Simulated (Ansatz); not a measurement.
A nudged elastic band was laid between two geometries of C₂H₉ClSiSn (14 atoms, charge 0, multiplicity 1).

These are results of Ansatz 0.2.0, RKS PBE-D4/def2-SVP, not measurements.

- movable images: 9
- climbing image: yes
- spring: 5.0 eV/Å²
- optimiser: quadratic models (default)
- start path: IDPP
- force threshold: 0.05 eV/Å
- iteration limit: 48
- end points: relaxed

First end point:

```xyz
14
Properties=species:S:1:pos:R:3
C -0.422 1.129 1.510
C -0.004 -0.344 1.430
Si -0.337 -1.169 -0.241
Cl -2.404 -1.058 -0.630
Sn 0.842 0.013 -2.219
H -1.500 1.250 1.283
H 0.139 1.756 0.786
H -0.241 1.549 2.520
H -0.538 -0.950 2.196
H 1.082 -0.471 1.640
H 0.027 -2.629 -0.182
H 2.563 0.028 -2.020
H 0.306 1.652 -2.340
H 0.474 -0.784 -3.706
```

Last end point:

```xyz
14
Properties=species:S:1:pos:R:3
C -1.305 1.060 0.958
C -0.323 -0.017 1.435
Si 0.262 -1.208 0.085
Cl -1.426 -2.181 -0.714
Sn 1.426 -0.021 -1.899
H -2.205 0.603 0.500
H -0.849 1.723 0.193
H -1.643 1.704 1.795
H -0.776 -0.641 2.236
H 0.592 0.437 1.879
H 1.148 -2.271 0.680
H 1.904 -1.175 -3.093
H 2.835 0.848 -1.388
H 0.347 1.110 -2.637
```

Problem. Which bonds break or form, and what moves?

Solution. No bond is made or broken. The dihedral Cl4–Si3–Sn5–H12 goes from 179 to -60°. The two ends are copies of one structure, up to a mirror image or an exchange of like atoms.

Problem. Give the energies along the band, and the barrier.

Solution. The forces met the threshold. The highest image is number 5 of 0 to 10, 0.023 eV above the ends, which have the same energy within 2 meV. A vibrational analysis at the climbing image gives one clearly imaginary mode, 60i cm⁻¹: a first-order saddle point.

| image | path coordinate (Å) | energy (eV) | dihedral Cl4–Si3–Sn5–H12 (°) |
| --- | --- | --- | --- |
| 0 | 0.00 | 0.000 | 179 |
| 1 | 0.53 | 0.003 | -169 |
| 2 | 1.07 | 0.009 | -157 |
| 3 | 1.60 | 0.016 | -145 |
| 4 | 2.14 | 0.022 | -133 |
| 5 | 2.68 | 0.023 | -122 |
| 6 | 3.21 | 0.022 | -109 |
| 7 | 3.75 | 0.016 | -96 |
| 8 | 4.29 | 0.008 | -84 |
| 9 | 4.83 | 0.002 | -72 |
| 10 | 5.37 | 0.000 | -60 |

Problem. What is the geometry of the highest image?

Solution. 
```xyz
14
Properties=species:S:1:pos:R:3
C -1.098 1.113 1.130
C -0.213 -0.099 1.444
Si 0.105 -1.244 -0.030
Cl -1.750 -1.960 -0.717
Sn 1.266 -0.022 -2.005
H -2.082 0.795 0.731
H -0.630 1.775 0.371
H -1.284 1.727 2.034
H -0.665 -0.726 2.244
H 0.784 0.216 1.826
H 0.910 -2.440 0.406
H 2.808 -0.723 -2.359
H 1.538 1.643 -1.613
H 0.298 -0.085 -3.433
```

The band took 7 iterations and of the order of 5 core-minutes.

Run time: 2.6 min on 2 threads of Arm Neoverse V2, with other jobs on the host, peak memory 0.2 GiB.
